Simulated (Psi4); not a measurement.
rhodium atom (Rh), quartet (all electrons, no relativity); HF/3-21G run with Psi4.

Psi4 was given this input:
```
memory 2 GB

molecule mol {
0 4
Rh    0.000000    0.000000    0.000000
}

set {
  basis 3-21g
  reference uhf
  scf_type pk
  basis_guess true
}

energy('scf')
print_variables()
```

The log (banner, timings and long lists left out):

```
  //>>>>>>>>>>>>>>>>>>>>>>>>>>>>>>>>>>>//
  //       Guess SCF, 3-21G Basis      //
  //<<<<<<<<<<<<<<<<<<<<<<<<<<<<<<<<<<<//

   => Loading Basis Set <=

    Name: 3-21G
    Role: ORBITAL
    Keyword: BASIS

         ---------------------------------------------------------
                           SCF Castup computation
         ---------------------------------------------------------
                                   SCF
               by Justin Turney, Rob Parrish, Andy Simmonett
                          and Daniel G. A. Smith
                              UHF Reference
         ---------------------------------------------------------

  ==> Geometry <==

    Molecular point group: d2h
    Geometry (in Angstrom), charge = 0, multiplicity = 4:

       Center              X                  Y                   Z               Mass
    ------------   -----------------  -----------------  -----------------  -----------------
         RH           0.000000000000     0.000000000000     0.000000000000   102.905498000000

  Running in d2h symmetry.

  Rotational constants: A = ************  B = ************  C = ************ [cm^-1]
  Rotational constants: A = ************  B = ************  C = ************ [MHz]
  Nuclear repulsion =    0.000000000000000

  Charge       = 0
  Multiplicity = 4
  Electrons    = 45
  Nalpha       = 24
  Nbeta        = 21

  ==> Algorithm <==

  SCF Algorithm Type is PK.
  DIIS enabled.
  MOM disabled.
  Fractional occupation disabled.
  Guess Type is CORE.
  Energy threshold   = 1.00e-06
  Density threshold  = 1.00e-06
  Integral threshold = 1.00e-12

  ==> Primary Basis <==

  Basis Set: 3-21G
    Blend: 3-21G
    Number of shells: 14
    Number of basis functions: 39
    Number of Cartesian functions: 39
    Spherical Harmonics?: false
    Max angular momentum: 2

  ==> Integral Setup <==

  Using in-core PK algorithm.
   Calculation information:
      Number of atoms:                   1
      Number of AO shells:              14
      Number of primitives:             33
      Number of atomic orbitals:        39
      Number of basis functions:        39

      Integral cutoff                 1.00e-12
      Number of threads:                 1

  Performing in-core PK
  Using 609180 doubles for integral storage.
  We computed 5565 shell quartets total.
  Whereas there are 5565 unique shell quartets.

  ==> DiskJK: Disk-Based J/K Matrices <==

    J tasked:                  Yes
    K tasked:                  Yes
[...]
  @UHF Final Energy: -4664.05808908356539
    Total Energy =                      -4664.0580890835644823
[...]
  Energy and wave function converged.

  ==> Post-Iterations <==

   @Spin Contamination Metric:   1.976402493E-03
   @S^2 Expected:                3.750000000E+00
   @S^2 Observed:                3.751976402E+00
   @S   Expected:                1.500000000E+00
   @S   Observed:                1.500000000E+00

    Orbital Energies [Eh]
    ---------------------

    Alpha Occupied:

[...]
    Alpha Virtual:

[...]
    Beta Occupied:

[...]
    Beta Virtual:

[...]
    Final Occupation by Irrep:
             Ag   B1g   B2g   B3g    Au   B1u   B2u   B3u
    DOCC [     7,    2,    2,    1,    0,    3,    3,    3 ]
    SOCC [     2,    0,    0,    1,    0,    0,    0,    0 ]
    NA   [     9,    2,    2,    2,    0,    3,    3,    3 ]
    NB   [     7,    2,    2,    1,    0,    3,    3,    3 ]

  @UHF Final Energy: -4664.05808908398922

   => Energetics <=

    Nuclear Repulsion Energy =              0.0000000000000000
    One-Electron Energy =               -6450.0058041403017342
    Two-Electron Energy =                1785.9477150563120631
    Total Energy =                      -4664.0580890839901258

  UHF NO Occupations:
  HONO-2 :    8 Ag 1.0000000
  HONO-1 :    9 Ag 1.0000000
  HONO-0 :    2B3g 1.0000000
  LUNO+0 :   10 Ag 0.0009088
  LUNO+1 :   11 Ag 0.0000214
  LUNO+2 :    4B2u 0.0000147
  LUNO+3 :    4B1u 0.0000147

Computation Completed

Properties will be evaluated at   0.000000,   0.000000,   0.000000 [a0]

Properties computed using the SCF density matrix

 Multipole Moments:

 ------------------------------------------------------------------------------------
     Multipole            Electronic (a.u.)      Nuclear  (a.u.)        Total (a.u.)
 ------------------------------------------------------------------------------------

 L = 1.  Multiply by 2.5417464519 to convert [e a0] to [Debye]
 Dipole X            :          0.0000000            0.0000000            0.0000000
 Dipole Y            :          0.0000000            0.0000000            0.0000000
 Dipole Z            :          0.0000000            0.0000000            0.0000000
 Magnitude           :                                                    0.0000000

 ------------------------------------------------------------------------------------

  Variable Map:
  ----------------------------------------------------------------------------
[...]
  Array Variable Map:
  ----------------------------------------------------------------------------
[...]
[...]
```
